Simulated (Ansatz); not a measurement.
Series NiX2: PBE0-D4/def2-TZVPD single points in Ansatz on relaxed structures, gas phase. HOMO and LUMO are taken over both spins. Binding counts from free atoms in the multiplicity of their measured ground term, without zero-point energy. Singlets are spin-restricted. The spins of the ions were chosen, not always searched. Names give formal oxidation states. A dash marks a value that wasn't run or was left out as unsound. The structures are stationary points that may keep the symmetry of their start. Remarks come from the PBE and PBE0 runs and from stability tests at other levels; not every state was tested. A HOMO above zero means that the electron is unbound at that level and held by the basis, or that self-interaction error raises the level; the energy of removing that electron tells which.

```
          species  atoms                         state             geometry  HOMO (eV)  LUMO (eV)  gap (eV)  vertical EA (eV)  binding per atom (eV)  point group (within 0.1 Å)                                                                         remarks
             NiF2      3  triplet; reduced ion doublet     PBE-D4/def2-TZVP      -9.75      -4.37      5.38              2.11                   3.01                         D∞h                                                    HOMO above zero (-1 doublet)
Ni(NH2)2 (NiN2H4)      7  triplet; reduced ion doublet  r2SCAN-D4/def2-TZVP      -6.34      -2.67      3.68              1.03                   3.12                         D2h  near-degenerate levels, lower spin may lie lower, HOMO above zero (-1 doublet)
   NiMe2 (C2H6Ni)      9  triplet; reduced ion doublet  r2SCAN-D4/def2-TZVP      -6.35      -2.69      3.66              1.11                   3.44                         C2v                              singlet lower at PBE, HOMO above zero (-1 doublet)
```

Q: Estimate the rows for NiCl2 (triplet, PBE-D4/def2-TZVP geometry).

A: 
```csv
species,atoms,state,geometry,HOMO (eV),LUMO (eV),gap (eV),vertical EA (eV),binding per atom (eV),point group (within 0.1 Å)
NiCl2,3,triplet,PBE-D4/def2-TZVP,-9.34,-4.72,4.62,–,2.51,D∞h
```

The gap (eV) runs from 3.66 (NiMe2) to 5.38 (NiF2). The vertical EA (eV) runs from 1.03 (Ni(NH2)2) to 2.11 (NiF2).
